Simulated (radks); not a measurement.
Results of a calculation; reference values are marked as such.
Task: The hafnium ion Hf4+, [Xe] 4f14. Level of theory: non-relativistic Kohn-Sham, exchange-only PBE, spin-polarised, spherical densities, point nucleus (a radial shooting solver on a logarithmic mesh with Libxc functionals). Every spin shell is full or empty, so the densities are truly spherical. Functionals are evaluated on that one density, not self-consistently. Rank these orbital-free kinetic functionals by their error against the exact value of the orbitals, and give that value: Thomas-Fermi, von Weizsacker, LC94, APBEK, revAPBEK, Thakkar, Pearson, DePristo-Kress, Ernzerhof.

Result: Exact: 14318.0 hartree. From best to worst, with 100 (|E| - |E exact|)/|E exact| (equal figures are ties): APBEK -0.01, LC94 -0.04, revAPBEK +0.14, DePristo-Kress -0.24, Ernzerhof -0.53, Thakkar -0.80, Pearson -0.92, Thomas-Fermi -4.83, von Weizsacker -63.26.
